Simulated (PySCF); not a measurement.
A side-by-side comparison of computed properties.

First species: C9H13P.
SMILES: `C=Cc1c(CC)c[pH]c1C`

Second species: C10H11N.
SMILES: `CC1=CC([C@H](C)C#N)=CC=C1`

Levels: PBE0/pcSseg-1 for dipole moment, HOMO energy, LUMO energy and HOMO–LUMO gap; GFN2-xTB for rotational constant A and rotational constant C. Geometries: GFN2-xTB. Each species is one conformer at its optimised geometry, gas phase, non-relativistic unless stated. Electronic properties by PySCF.

The conformers computed, where there is a choice (atom-mapped SMILES and torsion angles):
- `[CH2:1]=[CH:2][c:3]1[c:4]([CH2:5][CH3:6])[cH:7][pH:8][c:9]1[CH3:10]`: C1–C2–C3–C4 44°, C3–C4–C5–C6 -106°
- `[CH3:1][c:2]1[cH:3][cH:4][cH:5][c:6]([C@H:7]([CH3:8])[C:9]#[N:10])[cH:11]1`: C5–C6–C7–C8 -103°

| property | column X | column Y |
| --- | --- | --- |
| dipole moment | 3.88 D | 1.04 D |
| HOMO energy | -7.29 eV | -6.15 eV |
| LUMO energy | -0.53 eV | -1.19 eV |
| HOMO–LUMO gap | 6.76 eV | 4.96 eV |
| rotational constant A | 1.791 GHz | 1.501 GHz |
| rotational constant C | 0.644 GHz | 0.641 GHz |

Problem. Which column belongs to which species?

Solution. Column X is the second species and column Y the first. The first has 23 atoms and 82 electrons, the second 22 and 78.

Problem. How does each property change from the first species to the second?

Solution. dipole moment +2.84 D; HOMO energy -1.14 eV; LUMO energy +0.66 eV; HOMO–LUMO gap +1.80 eV; rotational constant A +0.290 GHz; rotational constant C +0.003 GHz.

On the first: The dipole equals about 3.5 × 10⁻³⁰ C·m (1 D = 3.33564 × 10⁻³⁰ C·m).

On the second: A dipole of 3.88 D is allowed in C1, and pure rotational transitions are dipole-allowed. The dipole equals about 12.9 × 10⁻³⁰ C·m (1 D = 3.33564 × 10⁻³⁰ C·m).
